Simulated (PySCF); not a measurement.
## Electron correlation in Mg (magnesium, neutral)

[Ne] 3d2, high-spin 3F determinant (an excited configuration). All numbers are calculated (PySCF 2.14, no relativity, point nucleus, in aug-cc-pCVTZ). Frozen: 1s2; 10 electrons correlated.

MP2 pair energies summed by pair of shells (mhartree):

| pair | energy | share (%) |
| --- | --- | --- |
| 2p-2p | -183.48 | 70.4 |
| 2s-2p | -61.27 | 23.5 |
| 2s-2s | -9.81 | 3.8 |
| 3d-3d | -4.12 | 1.6 |
| 2p-3d | -1.65 | 0.6 |
| 2s-3d | -0.13 | 0.1 |

Total MP2 correlation energy: -260.47 mhartree.

Same-spin part -70.62 and opposite-spin part -189.85 mhartree; SCS-MP2 scales them by 1/3 and 6/5 to -251.36 mhartree.
